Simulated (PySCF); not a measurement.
Atoms are numbered as in `[CH2:1]=[CH:2][c:3]1[cH:4][cH:5][cH:6][cH:7][c:8]1[CH:9]([F:10])[F:11]`; H(Xn) means a hydrogen on atom n. Ha(C1) is cis to C3; Hb(C1) is trans to C3.

One computed conformer, no solvent model, non-relativistic, averaged over atoms made equivalent by symmetry, fast rotation or ring inversion. Structure optimised with GFN2-xTB; GIAO PBE0/pcSseg-1 shieldings; PySCF 2.14.

Chemical shifts δ = σref − σ; TMS for $^{13}$C, all at this level.

**Question.** Do the $^{13}$C shifts follow the atomic charges (in e)? Tabulate both.

**Answer.** 
| atoms | hybridisation | δ (ppm) | σ para (ppm) | Hirshfeld | IAO | Mulliken | ESP-fitted |
| --- | --- | --- | --- | --- | --- | --- | --- |
| C3 | sp2 | 143.4 | -214 | +0.00 | +0.00 | -0.10 | +0.11 |
| C2 | sp2 | 143.2 | -210 | -0.04 | -0.15 | -0.17 | -0.17 |
| C8 | sp2 | 137.6 | -214 | -0.03 | -0.05 | -0.35 | -0.06 |
| C5 | sp2 | 136.4 | -204 | -0.04 | -0.14 | -0.04 | -0.15 |
| C6 | sp2 | 133.7 | -201 | -0.04 | -0.15 | -0.06 | -0.16 |
| C4 | sp2 | 132.5 | -197 | -0.04 | -0.15 | -0.05 | -0.16 |
| C7 | sp2 | 130.8 | -192 | -0.05 | -0.14 | +0.01 | -0.14 |
| C1 | sp2 | 126.4 | -195 | -0.09 | -0.30 | -0.12 | -0.40 |
| C9 | sp3 | 119.8 | -171 | +0.15 | +0.44 | +0.65 | +0.38 |

Correlation coefficients of δ with charge over these carbons: Hirshfeld -0.44, IAO -0.42, Mulliken -0.73, ESP-fitted -0.22; with the paramagnetic shielding -0.93. Among the 8 sp2 carbons alone: Hirshfeld +0.79, IAO +0.75, Mulliken -0.35, ESP-fitted +0.76. With so few points, grouped by hybridisation, these coefficients are fragile. Charge is one influence among several: hybridisation and low-lying excitations act through the paramagnetic term.

Shifts are as computed. Against solution values, carbons near 30 ppm lie about +3 ppm off and those near 130 ppm about +5 ppm. Of 1211 compounds with measured shifts, 218 miss one by over three times the rms of a fit or turn the order of signals round; such compounds aren't used in these exercises.
